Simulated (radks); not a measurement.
Minus the highest occupied eigenvalue as an estimate of the ionisation energy, Dy20+ to Dy39+. The LB94 potential has the -1/r tail that LDA and GGA lack but no energy functional. Calculated with a radial shooting solver on a logarithmic mesh with Libxc functionals: Dirac Kohn-Sham, LB94 model potential, spin-unpolarised, spherical densities, finite nucleus; open shells fill j = l - 1/2 first; Fermi nuclear charge, rms radius 5.2218 fm.

species,configuration,HOMO,-e(HOMO) (eV),<r> (bohr),"IE, NIST (eV)",kind
Dy20+,[Kr] 4d10,4d5/2,662.31,0.556,664,theory
Dy21+,[Kr] 4d9,4d5/2,702.59,0.550,702,theory
Dy22+,[Kr] 4d8,4d5/2,743.55,0.544,743,theory
Dy23+,[Kr] 4d7,4d5/2,785.17,0.538,786,theory
Dy24+,[Kr] 4d6,4d5/2,827.47,0.532,827,theory
Dy25+,[Kr] 4d5,4d5/2,870.43,0.526,872,theory
Dy26+,[Kr] 4d4,4d3/2,923.85,0.515,924,theory
Dy27+,[Kr] 4d3,4d3/2,968.59,0.509,969,theory
Dy28+,[Kr] 4d2,4d3/2,1014.0,0.504,1014,theory
Dy29+,[Kr] 4d1,4d3/2,1060.1,0.499,1059,theory
Dy30+,[Kr],4p3/2,1233.3,0.501,1232,theory
Dy31+,[Ar] 3d10 4s2 4p5,4p3/2,1280.0,0.497,1275,theory
Dy32+,[Ar] 3d10 4s2 4p4,4p3/2,1327.2,0.493,1325,theory
Dy33+,[Ar] 3d10 4s2 4p3,4p3/2,1374.9,0.489,1371,theory
Dy34+,[Ar] 3d10 4s2 4p2,4p1/2,1477.9,0.467,1468,theory
Dy35+,[Ar] 3d10 4s2 4p1,4p1/2,1528.5,0.463,1520,theory
Dy36+,[Ar] 3d10 4s2,4s1/2,1656.0,0.462,1638,theory
Dy37+,[Ar] 3d10 4s1,4s1/2,1707.8,0.459,1691.7,semi-emp.
Dy38+,[Ar] 3d10,3d5/2,2866.2,0.207,2882,theory
Dy39+,[Ar] 3d9,3d5/2,2975.6,0.205,2987,theory

Reference values: NIST Atomic Spectra Database (exp. = measured, semi-emp. = semi-empirical, theory = theoretical value adopted there). Spin polarisation and multiplet splitting are left out.

Beside tabulated values, note that spin-unpolarised runs miss the spin-polarisation part of the exchange energy of open shells.
